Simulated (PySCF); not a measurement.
ClHOZn. Atoms are numbered in the order given.

```xyz
4

Zn     0.0071     0.3436     0.0000
Cl    -0.0006    -1.7546     0.0000
O     -0.1160     2.1166     0.0000
H      0.7240     2.5857     0.0000
```

Geometry optimised at B3LYP-D3(BJ)/def2-TZVP. The values are those of a single conformer.

The numbers are results of ωB97X/def2-TZVPD in PySCF, not measurements.

The molecule is in vacuum.

Problem. Estimate the frontier levels, gap, dipole moment and polarisability. (An estimate is asked for; the answer gives what the named calculation found.)

Solution. 
The highest occupied level is -11.21 eV and the lowest empty level comes out as 0.37 eV. The orbital gap is 11.58 eV and the dipole moment is 1.67 D. The quadrupole, principal values (traceless, Buckingham form, about the centre of nuclear charge) comes out as -10.30, 2.63, 7.67 D·Å, the mean static polarisability is 41.0 bohr³ (6.07 Å³) and the polarisability, principal values is 34.2, 34.3, 54.5 bohr³.
